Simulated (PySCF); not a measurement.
silylphosphine cation (H5PSi), SMILES [SiH3]P (connectivity only; charge and spin as stated), charge +1, multiplicity 2. Atoms are numbered in the order given.

```xyz
7

Si    -1.1775    -0.0131     0.0000
P      1.1460     0.0708     0.0000
H     -1.5020     0.6850     1.2505
H     -1.5020     0.6850    -1.2505
H     -1.4055    -1.4703     0.0000
H      1.8520    -0.3893     1.1241
H      1.8520    -0.3893    -1.1241
```
Charge +1, spin multiplicity 2.

Coordinates come from a B3LYP-D3(BJ)/def2-TZVP optimisation. The multiplicity is an assumed one; other spin states were not compared.

Two levels are set side by side: PBE/pcH-1 (PySCF) and B3LYP/pcH-1 (PySCF). Contact hyperfine couplings, same geometry. Differences are taken from unrounded values.

| quantity | B3LYP | PBE | PBE minus B3LYP |
|---|---|---|---|
| A(iso) of 29Si, atom Si1 (MHz) | 12.7 | 12.1 | -0.6 |
| A(iso) of 31P, atom P2 (MHz) | 647.2 | 560.5 | -86.6 |
| A(iso) of 1H, atom H3 (MHz) | -0.3 | 0.9 | 1.3 |
| A(iso) of 1H, atom H4 (MHz) | -0.3 | 0.9 | 1.3 |
| A(iso) of 1H, atom H5 (MHz) | 104.1 | 110.0 | 5.9 |
| A(iso) of 1H, atom H6 (MHz) | -21.3 | -25.4 | -4.1 |
| A(iso) of 1H, atom H7 (MHz) | -21.3 | -25.4 | -4.1 |

Rough cost on one machine, each run with all the roots and properties that it gave: B3LYP against PBE within a factor of 2.
